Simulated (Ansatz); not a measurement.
Reaction (ligand exchange at the Si–C bond): `C=C[SiH2]BN` + HCl → `NB[SiH2]Cl` + `C=C`

Computed with Ansatz on PBE0-D4/def2-TZVP structures; ΔE is electronic, products minus reactants. CBS: MP2 limit from def2 TZ/QZ plus the TZ coupled-cluster correction, frozen cores. This one scheme is used for every species. Functionals use def2-TZVPP. Each species was taken in one conformer, which may not be the lowest.

| species | B2PLYP energy (Eh) |
| --- | --- |
| `C=C[SiH2]BN` | -449.93118 |
| HCl | -460.68739 |
| `NB[SiH2]Cl` | -832.11615 |
| `C=C` | -78.54083 |

Problem. Work out ΔE.

Solution. ΔE = (-832.11615) + (-78.54083) − (-449.93118) − (-460.68739) = -0.03841 Eh = -100.8 kJ/mol. CCSD(T)/CBS gives -97.8 kJ/mol.

Largest T1 diagnostic among the species: 0.013.

From PBE to PBE0 (25 % exact exchange), in def2-TZVPP and without D4, ΔE moves by −3.2 kJ/mol. In def2-TZVPP, CCSD(T) changes the Hartree–Fock value by +19.1 kJ/mol (the triples alone add +2.4 kJ/mol) and MP2 by +16.1 kJ/mol.
